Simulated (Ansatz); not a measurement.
Species: [Ti(NH2)4] (charge 0, multiplicity 1), formula H₈N₄Ti.

Question: How many basis functions does frozen-core CCSD(T)/def2-TZVPP // r2SCAN-D4/def2-SVP in Ansatz (an electronic-structure program) use, how many core orbitals are frozen, and how many electrons are correlated?

Answer: 300 basis functions and 9 frozen orbitals, which leaves 40 correlated electrons. Core time is of the order of minutes.
